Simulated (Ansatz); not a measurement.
Relaxation of the cluster VS₂ with UKS PBE0-D4/def2-TZVP.

```sh
$ ansatz run in.yaml --threads 4 --pin off --events-out ev --progress --plain --max-ram 3916MiB
```

```yaml
crystal:
  periodic: [false, false, false]
  atoms:
    - {symbol: V, position_ang: [-1.943440, -0.223230, -0.032220]}
    - {symbol: S, position_ang: [1.682310, 0.838190, 0.020540]}
    - {symbol: S, position_ang: [0.261130, -0.614970, 0.011680]}
basis:
  gaussian: {orbitals: def2-TZVP}
magnetization: {spin_polarized: true, initial_magnetization: 1}
hamiltonian: {xc: pbe0, dispersion: d4}
scf: {lower_state_search: "off"}
output: {orbitals: {seedname: orbitals}}
relax: {f_tol: 0.02, max_steps: 100}
```

Hardware: 4 threads of Intel Xeon Platinum 8259CL on a shared host. Wall time 30 s.

Positions (Å) and forces (eV/Å) at steps 1, 2, 3, 4, 5, 6, 7, 8 of 8:

```xyz
3
step=1 energy=-47343.7165 eV
V    -1.943   -0.223   -0.032    0.040    0.274   -0.002
S     1.682    0.838    0.021   -1.234   -0.825   -0.013
S     0.261   -0.615    0.012    1.194    0.551    0.015
3
step=2 energy=-47343.8926 eV
V    -1.847   -0.130   -0.032    0.021    0.268   -0.003
S     1.521    0.845    0.018   -0.245    0.178   -0.006
S     0.325   -0.715    0.014    0.224   -0.446    0.009
3
step=3 energy=-47344.1029 eV
V    -1.727   -0.008   -0.031    0.669    0.273    0.009
S     1.335    0.883    0.014   -0.829   -0.317   -0.011
S     0.391   -0.875    0.017    0.160    0.044    0.002
3
step=4 energy=-47344.4617 eV
V    -1.577    0.092   -0.029    1.007    0.365    0.014
S     1.141    0.890    0.010   -1.135   -0.439   -0.015
S     0.436   -0.982    0.019    0.128    0.074    0.001
3
step=5 energy=-47344.8976 eV
V    -1.417    0.188   -0.027    2.456   -0.079    0.045
S     0.944    0.883    0.007   -1.346    0.666   -0.032
S     0.473   -1.071    0.021   -1.110   -0.587   -0.013
3
step=6 energy=-47345.2277 eV
V    -1.271    0.221   -0.025   -0.403    0.109   -0.008
S     0.818    0.911    0.004    0.174   -0.007    0.003
S     0.453   -1.132    0.021    0.229   -0.101    0.005
3
step=7 energy=-47345.2317 eV
V    -1.285    0.225   -0.026    0.046    0.010    0.001
S     0.823    0.908    0.004   -0.041   -0.011   -0.001
S     0.461   -1.133    0.021   -0.005    0.001    0.000
3
step=8 energy=-47345.2318 eV
V    -1.283    0.225   -0.026   -0.018    0.004    0.000
S     0.821    0.908    0.004    0.011    0.013    0.000
S     0.462   -1.133    0.021    0.007   -0.017    0.000
```

The charge 0 doublet is spin-contaminated (final ⟨S²⟩ up to 1.75, 0.75 for a pure state). Another isomer (doublet) lies 1.03 eV lower at PBE0-D4/def2-TZVP; other spin states weren't run for this one.
